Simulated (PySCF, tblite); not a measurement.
Isomers of C6H14P2. Level: GFN2-xTB in tblite, geometry and Hessian alike; calculated harmonic values, unscaled, isolated species. This tight-binding method is rough: wavenumbers can miss measured ones by several per cent, in bad cases by 10 to 20. Modes of hydrogen on phosphorus can be 10 to 20 % off. One conformer each.

Electronic energies: PBE0/pcSseg-1 single points on the GFN2-xTB geometries (PySCF, gas phase).

```json
{"SMILES": "CP1CCP(C)CC1", "electronic energy, lowest = 0 (kJ/mol)": "0.0"}
{"SMILES": "PCCPC1CCC1", "electronic energy, lowest = 0 (kJ/mol)": "145.9"}
{"SMILES": "CCP1CCPCC1", "electronic energy, lowest = 0 (kJ/mol)": "26.1"}
{"SMILES": "C=[P@@](P)(CC)C1CC1", "electronic energy, lowest = 0 (kJ/mol)": "268.1"}
```

Q: How do GFN2-xTB zero-point energies change the relative energies?

A: 
| SMILES | ZPE (kJ/mol) | of it from modes above 1550 cm⁻¹ | electronic (kJ/mol) | with ZPE, lowest = 0 (kJ/mol) | lowest mode (cm⁻¹) | rings |
| --- | --- | --- | --- | --- | --- | --- |
| CP1CCP(C)CC1 | 484.4 | 247.6 | 0.0 | 0.0 | 83 | 1 |
| CCP1CCPCC1 | 484.9 | 242.8 | 26.1 | 26.6 | 64 | 1 |
| PCCPC1CCC1 | 477.2 | 236.4 | 145.9 | 138.7 | 38 | 1 |
| C=[P@@](P)(CC)C1CC1 | 466.6 | 243.7 | 268.1 | 250.2 | 49 | 1 |

The zero-point energies span 18.3 kJ/mol, from `C=[P@@](P)(CC)C1CC1` to `CCP1CCPCC1`. The order is unchanged.

Q: And how do the electronic energies of GFN2-xTB itself compare?

A: `CP1CCP(C)CC1` 0.0; `CCP1CCPCC1` 13.2; `PCCPC1CCC1` 75.6; `C=[P@@](P)(CC)C1CC1` 208.7 kJ/mol, lowest = 0. Against the energies above, taken from the same isomer `CP1CCP(C)CC1`, the largest difference is 70.3 kJ/mol.

Q: What do entropy and thermal enthalpy add at 298.15 K and 1 bar (rigid rotor, harmonic oscillator, one conformer each)?

A: 
```
             SMILES  point group  symmetry number  S (J/(mol K))  H − H(0) (kJ/mol)  ZPE + H − H(0) − TS (kJ/mol)
       CP1CCP(C)CC1          C2h                2          405.9              30.21                         393.6
         CCP1CCPCC1           C1                1          409.5              29.18                         392.0
         PCCPC1CCC1           C1                1          434.3              30.22                         378.0
C=[P@@](P)(CC)C1CC1           C1                1          449.9              34.17                         366.6
```
